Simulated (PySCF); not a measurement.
A structure optimised at PBE0-D3(BJ)/def2-SVP, used in a PySCF frequency run:

```xyz
13

C     -0.1166    -2.7061     0.0000
C      0.4155    -1.5090     0.0000
C      0.8917    -0.2881     0.0000
B     -0.0354     0.9920     0.0000
N      0.5848     2.2652     0.0000
N     -1.4390     0.8307     0.0000
H     -0.3384    -3.2288    -0.9367
H     -0.3384    -3.2288     0.9367
H      1.9852    -0.1751     0.0000
H      0.0802     3.1398     0.0000
H      1.5873     2.3771     0.0000
H     -1.8613    -0.0871     0.0000
H     -2.1017     1.5915     0.0000
```
Charge 0, spin multiplicity 1.

**Question.** Write its SMILES, formula and point group.

**Answer.** C=C=CB(N)N, C3H7BN2, Cs

**Question.** What are its rotational constants (standard atomic weights)?

**Answer.** 8.1504, 2.0254, 1.6409 GHz
